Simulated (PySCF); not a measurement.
## Two-component Hartree-Fock for Pb⁴⁷⁺ (lead, charge +47)

Start: [Ar] 3d10 4s2 4p5; 4p1/2 filled at m_j = -1/2, +1/2; 4p3/2 filled at m_j = -1/2, +1/2, +3/2. Calculated with PySCF 2.14 in an uncontracted even-tempered set (16 s from 6.6 bohr⁻², ratio 2.8; 14 p from 8.5 bohr⁻², ratio 2.8; 8 d from 15 bohr⁻², ratio 2.8; 4 f from 39 bohr⁻², ratio 3): generalised Hartree-Fock with the X2C-1e Hamiltonian and a Gaussian nucleus; one run each with spin-orbit coupling (SO) switched off, then screened by Boettger's factors.

| spinor shell | electrons | ε, spin-free (eV) | ε, screened SO (eV) | weight of nominal j (screened SO) | rms radius, screened SO (bohr) |
| --- | --- | --- | --- | --- | --- |
| 1s1/2 | 2 | -90929.7 | -90888.6 | 1.000 | 0.0181 |
| 2s1/2 | 2 | -18397.3 | -18383.2 | 1.000 | 0.0730 |
| 2p1/2 | 2 | -16144.6 | -17731.4 | 1.000 | 0.0616 |
| 2p3/2 | 4 | -16144.6 | -15531.6 | 1.000 | 0.0699 |
| 3s1/2 | 2 | -6216.9 | -6211.3 | 1.000 | 0.184 |
| 3p1/2 | 2 | -5555.2 | -5925.3 | 1.000 | 0.175 |
| 3d3/2 | 4 | -4889.7 | -4952.5 | 1.000 | 0.166 |
| 3d5/2 | 6 | -4889.7 | -4842.3 | 1.000 | 0.170 |
| 4s1/2 | 2 | -2886.9 | -2884.9 | 1.000 | 0.387 |
| 4p1/2 | 2 | -2647.0 | -2764.1 | 1.000 | 0.378 |
| 4p3/2 | 3 | -2647.0 | -2599.7 | 1.000 | 0.401 |

(1) Where does 3p3/2 lie, and what is the 3p spin-orbit splitting (screened SO)?

```csv
quantity,spin-free,screened SO
E (hartree),-19312.32524,-19352.26752
M_J,3/2,3/2
⟨J²⟩,3.751,3.751
⟨L²⟩,2.001,2.110
⟨S²⟩,0.750,0.860
```

Each row is a mean over spinors that exchange with the open shell spreads, by up to 14.378 eV (4s1/2).

Breit and QED terms are absent; they matter most for the inner s and p1/2 levels.

Densities and radii are taken from the X2C orbitals without a picture-change correction, which distorts them close to the nucleus.

Without spin-orbit coupling the j labels of p, d and f shells carry no meaning; the spin-free column gives the mean over the occupied spinors of each nl shell.

Answers

(1) At -5407.0 eV, 518.22 eV above 3p1/2.
